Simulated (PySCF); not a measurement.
This script is equivalent to a calculation on Xe (xenon, neutral).

```python
from pyscf import gto, scf, dft, mp, cc
import basis_set_exchange as bse
txt = bse.get_basis("def2-TZVP", elements=["Xe"], fmt="nwchem", header=False)
cut = txt.index("\nECP")
mol = gto.M(atom="Xe 0 0 0", charge=0, spin=0, symmetry="D2h",
            basis=gto.basis.parse(txt[:cut]),
            ecp={"Xe": gto.basis.parse_ecp(txt[cut:])})
mf = scf.UHF(mol)
mf.irrep_nelec = {'Ag': (4, 4), 'B1g': (1, 1), 'B2g': (1, 1), 'B3g': (1, 1), 'B1u': (2, 2), 'B2u': (2, 2), 'B3u': (2, 2)}
mf.kernel()
```

Q: What total energy does it give?

A: -328.29839 hartree (calculated).

Q: Which occupied shell lies highest, and where?

A: 5p, at -12.410 eV.

Energies and moments cover only the electrons outside the core potential.
